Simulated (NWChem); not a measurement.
System: C₃H₄Cl₂Si; SMILES C#C[Si](C)(Cl)Cl

Results from NWChem. Medium grid unless said otherwise, to which SCAN and Minnesota functionals are sensitive. The geometry was optimised at PBE0/def2-SVP. Total energies of different functionals are on different scales.

```csv
level,energy (Ha),highest occupied level (eV),orbital gap (eV),dipole (D)
PBE/def2-SVP,-1325.5237,[?],5.81,2.19
B3LYP/def2-SVP,-1326.2562,-8.16,7.60,2.24
BLYP/def2-SVP,-1326.1344,-6.91,5.80,2.08
"LDA (Slater exchange, VWN5)/def2-SVP",-1320.9989,-7.29,5.73,2.20
r2SCAN/def2-SVP,-1326.0589,-7.54,6.32,2.38
CAM-B3LYP/def2-SVP,-1326.1681,-9.79,10.59,2.30
```

Question: Some entries are withheld; supply them.

Answer: 
- PBE/def2-SVP, highest occupied level (eV): -7.17
